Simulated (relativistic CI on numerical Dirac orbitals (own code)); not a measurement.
# Os3+: 5d valence photoemission

Computed with this model: Dirac-Coulomb-Breit CI, orbitals from a KLI potential per configuration, QED by a radiative potential, valence Slater integrals scaled by 0.7, multiplet model of photoemission in the sudden approximation; configurations [Xe] 4f14 5d5 → [Xe] 4f14 5d4; 300 K; Lorentzian 0.42 eV and Gaussian 0.5 eV FWHM. Energies are those of the free ion, without screening or charge transfer. The energies are binding energies and can lie tens of eV above those of solids. S is read from ⟨S²⟩ = S(S + 1).

Field parameters in Wybourne normalisation: Oh B⁴₀ = 21Dq, B⁴₄ = √(5/14) B⁴₀; Td as Oh with Dq negative (B⁴₀ = 21Dq, B⁴₄ = √(5/14) B⁴₀). The field is a parameter set, without covalency.

free ion: ground-state S = 2.37, centroid 41.30 eV. Peaks (eV, height): 41.4 (100).

Td, 10Dq = -14100 cm⁻¹: ground-state S = 1.54, centroid 41.00 eV. Peaks (eV, height): 39.4 (39), 41.0 (100), 42.3 (34).

Oh, 10Dq = 30600 cm⁻¹: ground-state S = 0.60, centroid 41.55 eV. Peaks (eV, height): 41.4 (100), 42.6 (28).

Strongest unbroadened transitions for Oh, 10Dq = 30600 cm⁻¹:

```tsv
Energy (eV)	Relative strength
40.65	60.3
41.20	100.0
41.55	76.9
41.57	47.4
42.59	23.3
42.65	20.0
43.47	1.0
43.49	0.8
43.86	5.6
44.89	0.3
45.07	0.6
45.67	0.4
46.16	0.3
46.26	0.3
46.76	0.4
46.84	0.3
47.18	0.3
47.99	0.3
```
